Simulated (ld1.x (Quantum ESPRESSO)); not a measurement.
Which setting gave this result? (Ni, PAW)

Base potential:

* Element: nickel
* Generator: ld1.x (Quantum ESPRESSO) 7.5
* Type: PAW
* Functional: LDA (PZ)
* Relativity: scalar-relativistic
* Frozen core: [Ne]
* Valence charge: 18
* Reference configuration: 3s2 3p6 3d8 4s1 4p0 (charge +1)
* Partial waves: 3s (bound): rcut 1.00, rcutus 1.10 bohr; 4s (bound): rcut 1.00, rcutus 1.10 bohr; 3p (bound): rcut 1.10, rcutus 1.50 bohr; 4p (bound, empty): rcut 1.10, rcutus 1.50 bohr; 3d (bound): rcut 0.70, rcutus 0.90 bohr; 3d channel at -0.65 Ry: rcut 0.70, rcutus 0.90 bohr
* Local potential: all-electron potential smoothed inside 1.00 bohr (lloc = -2)
* Core correction: Bessel-smoothed model core inside 0.40 bohr
* Augmentation charge: BG, radius 0.75 bohr

Cutoffs, loose and tight: the cutoffs (Ry, on a coarse ladder) from which the occupation-weighted sum of valence levels, in a spherical-Bessel basis at the reference potential, stays within 10 and 1 mRy of its value at 400 Ry. They do not see the model core or the augmentation charge, which bear on the density cutoff. Test errors are all-electron minus pseudo excitation energies from the reference, over the configurations 3s2 3p6 3d8 4s2 4p0; 3s2 3p6 3d8 4s0 4p0; 3s2 3p6 3d7 4s0 4p0; 3s2 3p6 3d8.5 4s1.5 4p0; 3s1 3p6 3d8 4s2 4p0; 3s2 3p6 3d6 4s0 4p0; 3s2 3p6 3d9 4s1 4p0 (two spin-polarised tests are not counted in the largest error); variants that change the core or the reference have their own tests.

Only the d radius is moved (1 further runs of the sweep failed or gave no value and are left out):

| d radius (bohr) | cutoff, loose | cutoff, tight | bound ghosts | largest test error (meV) |
| --- | --- | --- | --- | --- |
| 0.7 | 230 Ry | over 300 Ry | none | +54 over the solved tests; test run stopped at test 6 of 9 (negative rho) |
| 0.84 | 200 Ry | 300 Ry | none | +20 over the solved tests; test run stopped at test 3 of 9 (negative rho) |
| 0.94 | 160 Ry | 230 Ry | none | +26 over the solved tests; test run stopped at test 3 of 9 (negative rho) |
| 1.08 | 120 Ry | 180 Ry | none | test run stopped at test 1 of 9 (negative rho) |
| 1.3 | 70 Ry | 120 Ry | none | test run stopped at test 1 of 9 (negative rho) |

One more run gave cutoff, loose: 90 Ry; cutoff, tight: 140 Ry; bound ghosts: none; largest test error (meV): test run stopped at test 1 of 9 (negative rho). Which value of the d radius was used?

1.22 bohr. The loose cutoff moves one way along this sweep, from 230 Ry at 0.7 to 70 Ry at 1.3 bohr, which places the run between 1.08 and 1.3 bohr.
